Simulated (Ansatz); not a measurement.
# Interaction energy ladder

The pair of NH4⁺ (SMILES [NH4+], atoms 1–5) and AsH3 (SMILES [AsH3], atoms 6–9), both closed shells, in one local arrangement (a lower one may exist), relaxed at PBE0-D4/def2-TZVP:

```
9
angstrom
N 0.0517 -0.0724 -1.3522
H -0.6488 -0.7383 -1.6845
H 0.9813 -0.3833 -1.6417
H 0.0120 -0.0165 -0.3152
H -0.1383 0.8494 -1.7509
As -0.0890 0.1245 2.3225
H 0.9557 0.8507 1.4720
H 0.1042 -1.1810 1.5476
H -1.2289 0.5669 1.4023
```

Computed with Ansatz 0.2.0 (basis: def2-TZVPPD, with def2-QZVPPD for the basis limit); correlated methods freeze the cores. Filled d shells of the heavier atoms are correlated. The def2 sets are not built for correlating such inner shells, so the correlated values are less sure here. B3LYP uses VWN-RPA correlation. Extrapolation: Hartree–Fock as exp(−7.88 √X), correlation as X^−2.97. Interaction energies count from these two fragments, frozen as in the pair, with the counterpoise correction; negative means bound.

**Question.** What is the interaction energy by CCSD(T) at an estimated basis limit (MP2 extrapolated from triple and quadruple zeta, plus CCSD(T) − MP2 in triple zeta)? (An estimate is asked for; the value comes from the calculation.)

**Answer.** Computed: -30.5 kJ/mol. Hartree–Fock alone gives -15.4 kJ/mol at the basis limit. It counts from the two fragments frozen as in the pair.

The same quantity by other methods in triple zeta, and each one's difference from that estimate:
| method | E_int (kJ/mol) | difference |
| --- | --- | --- |
| PBE-D4 | -38.2 | -7.7 |
| revPBE-D4 | -35.7 | -5.2 |
| BLYP-D4 | -35.4 | -4.9 |
| r2SCAN-D4 | -32.7 | -2.2 |
| B97M-V | -32.1 | -1.6 |
| PBE0-D4 | -34.4 | -3.9 |
| B3LYP-D4 | -33.5 | -3.0 |
| HSE06-D4 | -34.4 | -3.9 |
| wB97X-V | -29.4 | 1.1 |
| wB97M-V | -32.1 | -1.6 |
| B2PLYP | -28.4 | 2.2 |
| HF | -15.0 | 15.5 |
| MP2 | -28.5 | 2.0 |
| CCSD | -25.6 | 4.9 |
| CCSD(T) | -27.7 | 2.8 |
Differences are method less estimate.

Basis-set superposition shift (counterpoise-corrected less uncorrected): CCSD(T) 3.1; MP2 3.1; HF 0.5; PBE0-D4 0.5; wB97M-V 0.6 kJ/mol.

T1 diagnostic: at most 0.012.

For scale, one of the runs: CCSD(T)/def2-TZVPPD, 210 basis functions, launched by `ansatz run in.yaml --threads 4 --pin off --events-out ev --progress --plain --max-ram 9574MiB`. The run took 65 s on 4 CPU threads of an Arm Neoverse V1 (shared host), with 2.8 GiB of host memory at its peak.
